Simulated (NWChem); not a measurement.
# N-methylmethanimine (C2H5N); SMILES C=NC

Computed with NWChem. Pople sets run with spherical d functions. Coordinates come from a PBE-D3(BJ)/def2-SVP optimisation. Level PBE0/6-31G*: single points from the atomic guess with DIIS by default; each run changes one setting, and all converged runs end within 0.3 mHa of each other. cgmin counts macro-iterations, each dearer than a DIIS step.

Which setting needs the most SCF iterations, or fails (quadratically convergent solver (cgmin); no DIIS, 40 % damping; defaults; DIIS on 3 Fock matrices; no level shifting; DIIS on 20 Fock matrices)?

no DIIS, 40 % damping, with 32 against 9 for the defaults.
| setting | SCF iterations |
|---|---|
| defaults | 9 |
| quadratically convergent solver (cgmin) | 5 |
| no level shifting | 9 |
| no DIIS, 40 % damping | 32 |
| DIIS on 3 Fock matrices | 8 |
| DIIS on 20 Fock matrices | 8 |
